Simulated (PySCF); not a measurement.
SMILES CSCC[SeH] (C₃H₈SSe), GFN2-xTB optimised geometry.

```
13

C      1.66    -1.59     0.00
S     -0.16    -1.59     0.00
C     -0.48     0.21     0.00
C     -0.27     0.80    -1.37
Se    -0.63     2.75    -1.40
H      2.03    -1.18    -0.93
H      1.96    -2.62     0.09
H      2.02    -1.01     0.85
H     -1.52     0.31     0.32
H      0.17     0.67     0.74
H      0.76     0.71    -1.70
H     -0.92     0.33    -2.11
H     -2.03     2.62    -1.06
```

Density from PySCF 2.14.0 with B3LYP/def2-TZVP at that geometry.

Minimum of the electron density along straight lines between bonded atoms, close to the bond critical point (lines longer than 1.1 times the sum of covalent radii, or with two minima, are not listed):

```
bond     length / Å  ρ at the minimum / e bohr⁻³  ∇²ρ there / e bohr⁻⁵  position (fraction from the first atom)
-------  ----------  ---------------------------  --------------------  ---------------------------------------
C1–S2         1.815                        0.182                 -0.30                                     0.47
S2–C3         1.825                        0.179                 -0.29                                     0.53
C3–C4         1.510                        0.257                 -0.66                                     0.50
C4–Se5        1.977                        0.142                 -0.14                                     0.48
C1–H6         1.086                        0.284                 -0.99                                     0.64
C1–H7         1.085                        0.284                 -0.99                                     0.64
C1–H8         1.087                        0.283                 -0.98                                     0.64
C3–H9         1.090                        0.283                 -0.99                                     0.64
C3–H10        1.090                        0.284                 -0.99                                     0.65
C4–H11        1.091                        0.282                 -0.98                                     0.64
C4–H12        1.091                        0.284                 -0.99                                     0.65
Se5–H13       1.446                        0.184                 -0.32                                     0.62
```
